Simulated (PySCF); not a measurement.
Mo(S)2(SH)2 (H2MoS4), SMILES [S]=[Mo](=[S])([SH])[SH], multiplicity 1. The structure is a stationary point at PBE-D3(BJ)/def2-SVP. The spin state was assumed, not searched. The structure was generated by enumeration; whether it is a known compound was not checked. The def2 effective core potentials stand for the cores of Mo; spin–orbit coupling is left out. The values are those of a single conformer.

Calculation: PBE-D3(BJ)/def2-SVP in PySCF.

Harmonic wavenumbers (cm⁻¹): 118, 126, 127, 138, 164, 288, 305, 377, 401, 536, 541, 572, 607, 2583, 2583. Rotational constants (GHz): 1.262, 1.124, 1.122; symmetry number 2.

Q: Work out the zero-point energy and the ideal-gas rigid-rotor harmonic-oscillator thermochemistry at 298.15 K and 1 atm.

A: ZPE = ½ Σ hcν = ½ × 9468 cm⁻¹ = 56.63 kJ/mol. H − E(el) = 81.17 kJ/mol. Entropy in J/(mol K): translation 176.36, rotation 118.46, vibration 89.55, total 384.37. G − E(el) = -33.44 kJ/mol. Cp = 118.51 J/(mol K). Modes under 150 cm⁻¹ make the vibrational entropy uncertain.
